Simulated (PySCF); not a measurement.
CH₆ClFSi₂, SMILES C[Si@@](F)([SiH3])Cl. The structure is a stationary point at PBE-D3(BJ)/def2-SVP. The structure was generated by enumeration; whether it is a known compound was not checked.

Give the equilibrium geometry at PBE-D3(BJ)/def2-SVP (PySCF confirms it by a frequency run) as bond lengths and angles. (The exact figures need the calculation; the answer reports its results.)


Atoms: C1 Si2 F3 Si4 Cl5 H6 H7 H8 H9 H10 H11. Bonds (Å): C1–Si2 1.869, C1–H6 1.109, C1–H7 1.109, C1–H8 1.108, Si2–F3 1.644, Si2–Si4 2.347, Si2–Cl5 2.087, Si4–H9 1.503, Si4–H10 1.506, Si4–H11 1.505. Bond angles (°): Si2–C1–H6 110.1, Si2–C1–H7 110.5, Si2–C1–H8 110.4, H6–C1–H7 108.6, H6–C1–H8 108.4, H7–C1–H8 108.6, C1–Si2–F3 108.4, C1–Si2–Si4 116.3, C1–Si2–Cl5 109.0, F3–Si2–Si4 108.5, F3–Si2–Cl5 107.1, Si4–Si2–Cl5 107.2, Si2–Si4–H9 109.8, Si2–Si4–H10 110.8, Si2–Si4–H11 108.7, H9–Si4–H10 109.4, H9–Si4–H11 109.3, H10–Si4–H11 108.8.
